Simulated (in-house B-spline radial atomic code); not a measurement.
Cr. Computed with a B-spline radial atomic code. Model: non-relativistic spherical atom: semilocal Troullier-Martins pseudo-atom, one channel per l, against all electrons, high spin, G0W0 and RPA with empty states to l = 8, local potential for every l without a channel, a model core (radius 0 = none) keeps its share of the functional.

The core holds an angular momentum without a channel of its own, so the local potential lets valence electrons into it.

What the tables leave out is listed at the end.

The pseudopotential gives back the lowest level of each angular momentum of its own functional in the configuration it was made in; a second state of the same l is only approximately right. Exact exchange, RPA and GW see the smooth pseudo-orbitals and miss the exchange with the core, for which the functional's share stands in. The column with an uncorrelated core keeps all orbitals and exact exchange, and so separates missing core correlation from pseudisation. Only the three outermost levels and the lowest empty one were computed. RPA here is direct RPA, with no exchange kernel, and its energies carry an (l + 1/2)⁻⁴ tail. A hybrid on a potential with a model core restores only its own semilocal share of the core's exchange.

Command:
```bash
python run_psgw.py task.json out
```
Settings (lengths in bohr, energies in hartree):
```
Z                      24
electrons              24
configuration          [Ar] 3d5 4s1
generated_in           [Ar] 3d5 4s1
functional             lda,vwn
core_shells            5
radius_factor          1.3
core_correction        False
ion_configuration      [Ar] 3d5
```

Run time, properties included: 60 s on 1 thread of Arm Neoverse N1, with other jobs on the host.

Given: made with LDA VWN5; model core radius 0 bohr; local radius 3.162 bohr; mean-field start PBE0.

Valence shells of the generating configuration: 4s, 3d.

Channel: s 3.4, d 3.12 (radii in bohr).

Computed: largest level miss in the spin-unpolarised generating configuration 0 eV; valence RPA correlation energy all-electron orbitals -0.21956 hartree; valence RPA correlation energy pseudo -0.31109 hartree; all-electron RPA polarisability, core included 43.227 bohr³; pseudo-atom RPA polarisability 43.684 bohr³; ionisation by mean-field all-electron 6.9264 eV; ionisation by RPA pseudo minus all 1.275 eV.

```
level  occupied  mean-field all-electron (eV)  mean-field pseudo minus all (eV)  G0W0 all-electron (eV)  G0W0 uncorrelated core minus all (eV)  G0W0 pseudo minus all (eV)  exchange self-energy all-electron (eV)  exchange self-energy pseudo (eV)
4s up         1                       -4.8496                             -0.11                 -7.1889                                  0.083                       -0.62                                 -9.7467                           -9.7897
```

Task: What is the ionisation by RPA all-electron?

Result: 7.1765 eV.

Task: What is the ionisation by mean-field pseudo minus all?

Result: 0.182 eV.

Given: mean-field start Hartree-Fock.

Computed: valence RPA correlation energy pseudo -0.25832 hartree; all-electron RPA polarisability, core included 34.084 bohr³; pseudo-atom RPA polarisability 29.345 bohr³; ionisation by mean-field all-electron 5.9017 eV; ionisation by mean-field pseudo minus all 0.97 eV; ionisation by RPA pseudo minus all 1.332 eV.

```csv
level,occupied,mean-field all-electron (eV),mean-field pseudo minus all (eV),G0W0 all-electron (eV),G0W0 uncorrelated core minus all (eV),G0W0 pseudo minus all (eV),exchange self-energy all-electron (eV),exchange self-energy pseudo (eV)
4s up,1,-6.0422,-1.102,-6.815,0.075,-1.412,-8.7077,-10.03
3d up,1,-10.169,2.093,-9.1246,0.215,0.881,-33.629,-19.278
```

Task: What is the valence RPA correlation energy all-electron orbitals?

Result: -0.169 hartree.

Task: What is the ionisation by RPA all-electron?

Result: 6.7917 eV.

Among the listed levels the largest G0W0 shift of the pseudo-atom is -1.41 eV, for 4s up on the Hartree-Fock start, while leaving the core uncorrelated moves that level by +0.07 eV. So pseudisation and the lost core exchange, not the missing core correlation, make the error. Not in the tables (levels of low weight, unsolved or above zero; the highest and the empty levels are kept at any weight): on LDA, a start not tabulated, the G0W0 levels 3d up (pseudo minus all +0.69 eV, weights 0.67 and 0.53), 4s up (pseudo minus all -0.40 eV, weights 0.72 and 0.79); on PBE0 the G0W0 levels 3d up (pseudo minus all +0.98 eV, weights 0.77 and 0.70), 4p up (pseudo minus all -0.75 eV, weights 0.87 and 0.94).
